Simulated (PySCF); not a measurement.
[Dy(H2O)3]3+ at several levels of theory

Computed with PySCF 2.14.0 (density fitting, no spin-orbit coupling) at the geometry relaxed with PBE:

```xyz
10
[Dy(H2O)3]3+ (singlet in the valence; each metal's 4f electrons, 9 of them, lie in its core potential, out of spins and levels)
Dy    0.0000    0.0000    0.0000
O     2.2532    0.0000    0.0000
H     2.8776   -0.7564    0.1927
H     2.8776    0.7564   -0.1927
O    -1.1266    1.9513    0.0000
H    -0.7837    2.8703    0.1927
H    -2.0939    2.1139   -0.1927
O    -1.1266   -1.9513    0.0000
H    -2.0939   -2.1139    0.1927
H    -0.7837   -2.8703   -0.1927
```

| level | basis | state | HOMO (eV) | gap (eV) | charge on Dy1 (e) | population of f-type functions on Dy1 (polarisation alone where 4f lies in the core) | dipole about the centre of mass (D) | largest force component (eV/Å) |
| --- | --- | --- | --- | --- | --- | --- | --- | --- |
| PBE | Dy lcecp-1-SVP with ECP55, O def2-SVP, H def2-SVP | singlet | -23.42 | 5.46 | 1.82 | 0.04 | 0.00 | 0.01 |
| BP86 | the same | singlet | -23.53 | 5.73 | 1.83 | 0.04 | 0.00 | 0.06 |
| M06-L | the same | singlet | -23.80 | 6.67 | 2.03 | 0.04 | 0.00 | 0.64 |
| BLYP | the same | singlet | -23.30 | 5.31 | 1.80 | 0.04 | 0.00 | 0.10 |
| r2SCAN | the same | singlet | -23.84 | 6.48 | 1.95 | 0.04 | 0.00 | 0.40 |

In the lcecp rows the 4f levels are missing from HOMO and gap, and the state counts the valence alone.

Charges are Mulliken's, which hang on the basis. The relaxation used the grid (50, 194), these runs (75, 302) or, all-electron (x2c bases, spin-free X2C Hamiltonian), (99, 590).

Task: What does PBE with Dy lcecp-1-TZVP with ECP55, O def2-TZVP, H def2-TZVP give here?

Result: state singlet, HOMO (eV) -23.46, gap (eV) 5.55, charge on Dy1 (e) 2.12, population of f-type functions on Dy1 (polarisation alone where 4f lies in the core) 0.05, dipole about the centre of mass (D) 0.00, largest force component (eV/Å) 0.32. Time: 16 s on 2 threads of Arm Neoverse V1 (shared host), from free ions and atoms.

A frequency check found unstable modes (1, the lowest at -22 cm⁻¹), so the relaxed geometry is a saddle point, or these are noise. An lcecp potential fixes the number of 4f electrons, so in runs with it no electron can move into or out of that shell.
